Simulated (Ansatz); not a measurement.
Input file for Ansatz (a quantum-chemistry and plane-wave program): R-r2SCAN/def2-TZVPPD on H2Se (SMILES [SeH2]) with ghost functions, monomers drawn apart or pushed together. Files ending in .json are basis or fitting sets from the Basis Set Exchange.

Ansatz 0.2 input:
```yaml
crystal:
  periodic: [false, false, false]
  atoms:
    - {symbol: Se, position_ang: [-0.01353970, -0.39652503, 6.55892328]}
    - {symbol: H, position_ang: [0.07152617, -0.57474340, 8.01657326]}
    - {symbol: H, position_ang: [0.97502047, -1.46064779, 6.33446949]}
basis:
  gaussian:
    orbitals: def2-TZVPPD.json
    ghost_atoms:
      - {symbol: C, position_ang: [0.48274902, -0.45229679, 0.01903386]}
      - {symbol: C, position_ang: [-0.47432861, 0.71276605, -0.21509421]}
      - {symbol: H, position_ang: [1.34259112, -0.14377591, 0.61751932]}
      - {symbol: H, position_ang: [0.86499419, -0.84923239, -0.92346482]}
      - {symbol: H, position_ang: [-0.01280644, -1.27240232, 0.54300507]}
      - {symbol: H, position_ang: [-0.85535501, 1.10884613, 0.72792244]}
      - {symbol: H, position_ang: [-1.33329469, 0.40541294, -0.81471308]}
      - {symbol: H, position_ang: [0.02019025, 1.53199646, -0.74057904]}
hamiltonian:
  xc: {name: r2SCAN}
scf: {lower_state_search: off}
```

Output:

```
WARN ansatz: RAYON_NUM_THREADS=1 ignored (pool sized by the plan → 1); use --threads N
Functional definition: r2SCAN
these checks for a lower state are left out or cut short: stability, starts, cluster_reference, orbital_swaps, neighbouring_geometries, increment
integrals: 0.16 GiB planned
1165 factors; their error is unknown
mean field: 1.18 GiB planned
mean field evaluation 1: about -65381.5048 eV, gradient 1.0e1 eV
mean field evaluation 2: about -65381.6825 eV, gradient 6.5e0 eV
mean field evaluation 4: about -65381.8061 eV, gradient 2.0e-1 eV
mean field evaluation 8: about -65381.7937 eV, gradient 1.4e-1 eV
mean field evaluation 16: about -65381.7937 eV, gradient 1.8e-6 eV
mean field -65381.79374592 eV, -2402.7366027910 hartree, gradient 1.8e-6 eV, S^2 0.000000; 0 other end points of the search recorded, 0 dependent functions left out
reference -65381.79375970 eV, -2402.7366032974 hartree; 18, 18 occupied and 249, 249 virtual orbitals, 1165 factors
Total energy: -65381.79375970 eV, -2402.7366032974 hartree
Checks for a lower state left out: stability, starts, cluster_reference, orbital_swaps, neighbouring_geometries, increment
```

The calculation finished and met its thresholds.

Cost: roughly 4 core-seconds.
